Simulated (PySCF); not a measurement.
Species: sum formula ScO₂H₂, net charge 0, doublet state. The spin state was set by rule; other spins were not relaxed. 
Geometry from a B3LYP-D3(BJ)/def2-TZVP (Ansatz) optimisation:
```
Sc
O 1 1.8623
H 2 0.9556 1 161.85
O 1 1.8623 2 129.65 3 0.00
H 4 0.9556 1 161.85 2 0.00
```
Charge 0, spin multiplicity 2.

Dispersion corrections to the total energy (kcal/mol) from the dftd3 and dftd4 libraries through PySCF: D3(BJ) without and D4 with the three-body term, each with the damping fitted for the functional named.

```tsv
functional	D3(BJ)	D4
B2PLYP	-1.25	-0.93
B2GP-PLYP	-1.35	-0.57
HF	-11.91	(withheld)
CAM-B3LYP	-1.14	(withheld)
BP86	-2.33	-1.85
r2SCAN	-0.34	-0.31
PW6B95	(withheld)	-1.26
```

Task: What belongs in the gaps?

Result: 
- HF, D4: -4.66
- CAM-B3LYP, D4: -1.18
- PW6B95, D3(BJ): -0.80
